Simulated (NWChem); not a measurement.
# Total energies of In

```
In
```
Charge 0, spin multiplicity 2.

The numbers come from NWChem runs, not from measurements.

Basis set: def2-SVP (26 functions).

```csv
method,total energy (Ha)
UHF,-189.20634
UMP2,-189.25629
UB2PLYP,-189.83627
UPBE,-190.11196
UB3LYP,-190.18168
UCAM-B3LYP,-190.08766
```

Total energies of different functionals aren't comparable as a measure of quality: only differences taken within one method are. 

Effective core potentials replace the inner electrons of In; spin-orbit coupling is left out. The correlated methods keep 4 core orbitals frozen. B3LYP has NWChem's definition, with VWN1-RPA local correlation. The stability of the SCF solutions was not checked. Open-shell Hartree-Fock references start from PBE0 orbitals.
